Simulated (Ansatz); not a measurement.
Bond stretch in SeBe, lowest singlet found (which spin is the ground state isn't settled by this scan).

Methods: RHF/cc-pVDZ (Ansatz, an electronic-structure program); RMP2 = MP2 on RHF/cc-pVDZ, cores with 3d frozen (Ansatz); RCCSD = Ansatz with CCSD on RHF/cc-pVDZ, cores with 3d frozen; RCCSD(T) = CCSD(T) on RHF/cc-pVDZ, cores with 3d frozen (Ansatz); RCCSDT = Ansatz with CCSDT on RHF/cc-pVDZ, cores with 3d frozen; RCCSDT(Q) = Ansatz with CCSDT(Q) on RHF/cc-pVDZ, cores with 3d frozen; RKS-BLYP = restricted BLYP/cc-pVDZ (Ansatz); UKS-BLYP = Ansatz with unrestricted BLYP/cc-pVDZ; RKS-B3LYP = restricted B3LYP/cc-pVDZ (Ansatz); UKS-B3LYP = Ansatz with unrestricted B3LYP/cc-pVDZ; RKS-PBE = restricted PBE/cc-pVDZ (Ansatz); UKS-PBE = Ansatz with unrestricted PBE/cc-pVDZ; FCI = full CI/cc-pVDZ, cores with 3d frozen run with Ansatz.

All curves are set to zero at 1.87 Å and compared with full CI in the same basis at 1.87, 1.97, 2.03, 2.10, 2.19, 2.24 Å.

### Question
Which method stays most parallel to full CI over these points, and which least?

### Answer
RCCSDT has the smallest spread and RHF the largest. In order (kJ/mol): RCCSDT 0.71, RCCSDT(Q) 1.16, RCCSD(T) 2.24, RKS-BLYP 3.13, UKS-PBE 4.27, UKS-BLYP 7.10, RCCSD 7.44, RKS-PBE 8.47, UKS-B3LYP 9.15, RKS-B3LYP 14.81, RMP2 15.88, RHF 25.12.

Errors against full CI at some of the points (kJ/mol):

```json
[
 {"method": "RCCSDT", "2.24 Å": "0.7"},
 {"method": "RCCSDT(Q)", "2.24 Å": "-1.2"},
 {"method": "RCCSD(T)", "2.24 Å": "2.2"},
 {"method": "RKS-BLYP", "2.24 Å": "3.1"},
 {"method": "UKS-PBE", "2.24 Å": "-0.6"},
 {"method": "UKS-BLYP", "2.24 Å": "-5.4"},
 {"method": "RCCSD", "2.24 Å": "7.4"},
 {"method": "RKS-PBE", "2.24 Å": "8.5"},
 {"method": "UKS-B3LYP", "2.24 Å": "1.3"},
 {"method": "RKS-B3LYP", "2.24 Å": "14.8"},
 {"method": "RMP2", "2.24 Å": "15.9"},
 {"method": "RHF", "2.24 Å": "25.1"}
]
```

The scan ran from 1.54 to 7.36 Å; beyond the distances shown full CI changes its symmetry label. The restricted form behind RHF, RMP2, RKS-BLYP, RKS-B3LYP, RKS-PBE keeps the bonding electrons paired and can't separate into open-shell fragments. The T1 diagnostic of CCSD on the restricted reference of RMP2, RCCSD, RCCSD(T), RCCSDT, RCCSDT(Q) exceeds 0.045 at 2.24 Å. The unrestricted determinant behind UKS-BLYP, UKS-PBE is spin-contaminated at 1.97 to 2.24 Å (<S²> up to 0.6, against 0.00 for a pure singlet). The unrestricted determinant behind UKS-B3LYP is spin-contaminated at 2.03 to 2.24 Å (<S²> up to 0.8, against 0.00 for a pure singlet). Also computed but left out beside FCI, since their determinant holds another spin at the minimum (<S²> over 0.7 above the pure value): UHF, UMP2/6-31G*.
